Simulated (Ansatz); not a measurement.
Cost and result for the atomization energy of C₃H₇B (`B1CCC1`) (11 atoms, 11 bonds).

```json
{"atom": "B1", "x (Å)": "-0.0630", "y (Å)": "-0.2877", "z (Å)": "1.0624"}
{"atom": "C2", "x (Å)": "-0.5592", "y (Å)": "0.9970", "z (Å)": "0.3597"}
{"atom": "C3", "x (Å)": "-0.2325", "y (Å)": "-0.0401", "z (Å)": "-0.7836"}
{"atom": "C4", "x (Å)": "0.9741", "y (Å)": "-0.6980", "z (Å)": "-0.0084"}
{"atom": "H5", "x (Å)": "-0.7350", "y (Å)": "-1.0364", "z (Å)": "1.7109"}
{"atom": "H6", "x (Å)": "0.1377", "y (Å)": "1.8262", "z (Å)": "0.2515"}
{"atom": "H7", "x (Å)": "-1.5834", "y (Å)": "1.3450", "z (Å)": "0.4697"}
{"atom": "H8", "x (Å)": "0.0597", "y (Å)": "0.4280", "z (Å)": "-1.7222"}
{"atom": "H9", "x (Å)": "-1.0486", "y (Å)": "-0.7353", "z (Å)": "-0.9819"}
{"atom": "H10", "x (Å)": "1.2092", "y (Å)": "-1.7420", "z (Å)": "-0.2007"}
{"atom": "H11", "x (Å)": "1.8410", "y (Å)": "-0.0567", "z (Å)": "-0.1575"}
```

The species carries charge 0 and has multiplicity 1. All single points use the PBE0-D4/def2-TZVP geometry. Program: Ansatz. All runs use 2 threads of an Arm Neoverse V1 on a shared host. Times are those of one run each, without the atoms' runs, and a repeat can differ threefold. Electronic energies, without spin–orbit coupling; frozen cores. CCSD(T)/CBS adds CCSD(T) − MP2 in def2-TZVPP to the MP2 limit, and its time is that of the two runs behind it. T1 = 0.010. B3LYP takes the VWN-RPA correlation (the form of Gaussian; ORCA's B3LYP/G). HSE06 is the plane-wave form, built on full-range PBE exchange.

CCSD(T)/CBS is a level of theory with its own doubt, some kJ/mol a heavy atom from the limit and from the frozen cores, so smaller differences don't rank the functionals.

| level | functions | wall time | atomization (kJ/mol) | difference from CCSD(T)/CBS | per bond |
| --- | --- | --- | --- | --- | --- |
| revPBE-D4/def2-TZVPP | 222 | 2.8 s | 4329.7 | 13.5 | 1.2 |
| BLYP-D4/def2-TZVPP | 222 | 3.1 s | 4304.0 | -12.2 | -1.1 |
| HSE06-D4/def2-TZVPP | 222 | 3.8 s | 4381.4 | 65.2 | 5.9 |
| CAM-B3LYP-D4/def2-TZVPP | 222 | 3.8 s | 4352.2 | 36.0 | 3.3 |
| CCSD(T)/def2-SVP | 91 | 4.1 s | 4164.0 | -152.2 | -13.8 |
| B3LYP-D4/def2-TZVPP (with forces) | 222 | 5.5 s | 4333.6 | 17.4 | 1.6 |
| r2SCANh-D4/def2-TZVPP | 222 | 7 s | 4342.0 | 25.8 | 2.3 |
| B2PLYP/def2-TZVPP | 222 | 7 s | 4294.4 | -21.8 | -2.0 |
| PBE-QIDH/def2-TZVPP | 222 | 7 s | 4346.0 | 29.8 | 2.7 |
| B97M-V/def2-TZVPP | 222 | 14 s | 4354.1 | 37.9 | 3.4 |
| MP2/def2-QZVPP | 438 | 31 s | 4339.6 | 23.4 | 2.1 |
| CCSD(T)/def2-TZVPP | 222 | 110 s | 4228.7 | -87.5 | -8.0 |
| CCSD(T)/CBS(def2) | – | 2.3 min | 4316.2 | 0.0 | 0.0 |

At CCSD(T), def2-SVP lies −152.2 kJ/mol from the extrapolated value and def2-TZVPP −87.5 kJ/mol: correlation converges slowly with the basis, and small sets miss more of it in the bonded molecule than in its fragments. From BLYP to BHLYP (50 % exact exchange), in def2-TZVPP and without D4, the atomization energy moves by −39.6 kJ/mol: exact exchange takes away binding that semilocal exchange gives to molecules. Leaving LDA and LC-ωPBE aside and taking each functional with its dispersion term where it has one, the values, not all of them listed here, spread over 180.1 kJ/mol, from BHLYP-D4 to PBE-D4. LDA lies +512.4 kJ/mol from PBE without D4, its usual overbinding.
